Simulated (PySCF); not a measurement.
Peak assignment

Mapped SMILES: `[CH2:1]=[CH:2][C:3](=[O:4])[C@@H:5]([C:6]#[N:7])[O:8][SiH3:9]`. Hydrogens are named by the atom that carries them. Ha(C1) is cis to C3; Hb(C1) is trans to C3.

One conformer, gas phase, one averaged value for each set of equivalent atoms, non-relativistic Hamiltonian. σ from GIAO-PBE0/pcSseg-1; GFN2-xTB geometry; PySCF 2.14.

Chemical shifts δ = σref − σ; ¹³C, ¹H vs TMS, all at this level.

Problem. Assign these signals to the numbered atoms. ¹³C{¹H} NMR (computed): δ 198.0 (C), 146.5 (CH2), 135.6 (CH), 119.5 (C), 68.7 (CH).

Solution. 
| δ (ppm) | atoms | environment | reason |
| --- | --- | --- | --- |
| 198.0 | C3 | ketone carbonyl carbon | low-lying n→π* states of the double bond to the heteroatom give a large paramagnetic term (-265 ppm) |
| 146.5 | C1 | β carbon of a C=C–C=O unit | conjugation with the carbonyl draws π density from the β position |
| 135.6 | C2 | α carbon of a C=C–C=O unit | an sp2 carbon of a C=C bond |
| 119.5 | C6 | nitrile carbon | this is the usual window of a C≡N carbon, which has no attached hydrogen |
| 68.7 | C5 | sp3 CH bonded to O, α to a carbonyl | deshielded by the electronegative neighbour |

Problem. Assign these signals to the numbered atoms. ¹H NMR (400 MHz, computed): δ 7.45 (m, 1H), 6.87 (m, 1H), 6.58 (m, 1H), 5.18 (s, 1H), 5.18 (s, 3H).

Solution. 
```tsv
δ (ppm)	atoms	environment	reason
7.45	Ha(C1)	hydrogen on a β carbon of a C=C–C=O unit	attached to an sp2 carbon and in the plane of the double bond
6.87	H(C2)	hydrogen on an α carbon of a C=C–C=O unit	attached to an sp2 carbon and in the plane of the double bond
6.58	Hb(C1)	hydrogen on a β carbon of a C=C–C=O unit	a vinylic proton, deshielded by the sp2 carbon and the C=C anisotropy
5.18	H(C5)	hydrogen on an sp3 CH bonded to O, α to a carbonyl	its carbon carries O, hence the downfield position
5.18	H(Si9)	hydrogen on a silicon bonded to O	–
```

H(C5) and H(Si9) lie closer than the usual error of such a calculation, so a measured spectrum could show them in the other order.

Shifts are as computed. Against solution values, carbons near 30 ppm lie about +3 ppm off and those near 130 ppm about +5 ppm. Of 1211 compounds with measured shifts, 218 miss one by over three times the rms of a fit or turn the order of signals round; such compounds aren't used in these exercises. No couplings were computed; multiplicities are counted from neighbouring protons, with m where these are inequivalent, close in shift, in a saturated or five-membered ring or joined by F or P, and br s for small geminal =CH2 splittings.
